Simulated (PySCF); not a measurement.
C2H6F2Si, SMILES C([Si@H](C)F)F.

The structure is a stationary point at PBE0-D3(BJ)/def2-SVP. The structure was generated by enumeration; whether it is a known compound was not checked. The values are those of a single conformer.

Method: TDA-PBE/def2-SVPD (PySCF).

Vertical excitations. 

Computed UV-visible absorptions:
```csv
state,energy (eV),λ (nm),f,main pairs
S1,6.85,181,0.008,HOMO→LUMO 90 %
S2,6.99,177,0.001,HOMO→LUMO+1 93 %
S3,7.27,171,0.031,HOMO→LUMO+2 96 %
S4,7.74,160,0.058,HOMO−1→LUMO 97 %
S5,7.89,157,0.005,HOMO−1→LUMO+1 95 %
S6,7.93,156,0.007,HOMO−2→LUMO 95 %
S7,8.10,153,0.012,"HOMO−2→LUMO+1 55 %, HOMO→LUMO+3 27 %, HOMO→LUMO+4 14 %"
S8,8.13,152,0.015,"HOMO→LUMO+3 50 %, HOMO−2→LUMO+1 39 %"
S9,8.14,152,0.009,"HOMO−1→LUMO+2 77 %, HOMO→LUMO+4 19 %"
S10,8.24,150,0.073,"HOMO→LUMO+4 59 %, HOMO→LUMO+3 20 %, HOMO−1→LUMO+2 11 %"
T1,6.46,192,0,HOMO→LUMO 96 %
T2,6.78,183,0,HOMO→LUMO+1 94 %
T3,6.97,178,0,HOMO→LUMO+2 93 %
T4,7.36,168,0,HOMO−1→LUMO 94 %
```
Triplets are in the Tamm–Dancoff approximation.
